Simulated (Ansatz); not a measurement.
Geometry optimisation, RKS PBE-D4/STO-3G (Ansatz).

input.yaml

```yaml
crystal:
  periodic: [false, false, false]
  atoms:
    - { symbol: C, position_ang: [0.7316, -2.6051, 0.5773] }
    - { symbol: C, position_ang: [0.0024, -1.4159, 0.4845] }
    - { symbol: B, position_ang: [0.0945, -0.475, -0.7832] }
    - { symbol: C, position_ang: [-0.6446, 0.8783, -0.8673] }
    - { symbol: F, position_ang: [-0.5962, 1.392, -2.1512] }
    - { symbol: Si, position_ang: [-0.0943, 2.131, 0.3803] }
    - { symbol: H, position_ang: [1.3686, -2.8836, -0.231] }
    - { symbol: H, position_ang: [0.6193, -3.1708, 1.438] }
    - { symbol: H, position_ang: [-0.6392, -1.0999, 1.3454] }
    - { symbol: H, position_ang: [0.7927, -0.8093, -1.6662] }
    - { symbol: H, position_ang: [-1.7975, 0.6483, -0.6407] }
    - { symbol: H, position_ang: [1.342, 2.4154, 0.1349] }
    - { symbol: H, position_ang: [-0.9273, 3.38, 0.2495] }
    - { symbol: H, position_ang: [-0.2651, 1.5853, 1.7585] }
basis:
  gaussian: { orbitals: STO-3G }
hamiltonian:
  xc: pbe
  dispersion: d4
relax:
  f_tol: 0.02
  max_steps: 40
scf:
  lower_state_search: "off"
```

Launched with:

```bash
$ ansatz run input.yaml --threads 1 --pin off --max-ram 2048MiB --backend cpu --events-out ev --progress --plain --runs-dir out
```

Task: Where does it end, and by what steps?

Result: The run converged. Limits of this set-up: minimal basis. After 15 steps the energy has fallen by 0.637 eV; H12 moved furthest, 0.56 Å.

| step | energy less start (eV) | largest force component (eV/Å) | accepted |
| --- | --- | --- | --- |
| 0 | 0.0000 | 4.608 | yes |
| 1 | -0.5058 | 0.993 | yes |
| 2 | -0.4982 | 0.688 | no |
| 3 | -0.5853 | 0.335 | yes |
| 4 | -0.6075 | 0.294 | yes |
| 5 | -0.6200 | 0.277 | yes |
| 6 | -0.6219 | 0.270 | yes |
| 7 | -0.6302 | 0.169 | yes |
| 8 | -0.6321 | 0.047 | yes |
| 9 | -0.6337 | 0.077 | yes |
| 10 | -0.6347 | 0.062 | yes |
| 11 | -0.6354 | 0.037 | yes |
| 12 | -0.6362 | 0.037 | yes |
| 13 | -0.6365 | 0.033 | yes |
| 14 | -0.6366 | 0.021 | yes |
| 15 | -0.6367 | 0.007 | yes |

```xyz
14
Properties=species:S:1:pos:R:3
C 0.782 -2.418 0.601
C -0.040 -1.348 0.433
B 0.074 -0.408 -0.787
C -0.897 0.799 -0.949
F -1.001 1.445 -2.203
Si -0.003 1.960 0.376
H 1.597 -2.635 -0.112
H 0.679 -3.131 1.441
H -0.836 -1.202 1.190
H 0.962 -0.552 -1.552
H -1.918 0.645 -0.505
H 1.449 1.891 0.307
H -0.415 3.324 0.076
H -0.445 1.602 1.715
```

Whether the end is a true minimum wasn't checked by a vibrational analysis.

The run took 44 s on 1 thread of Arm Neoverse V1, on a shared host, peak memory 0.14 GiB.
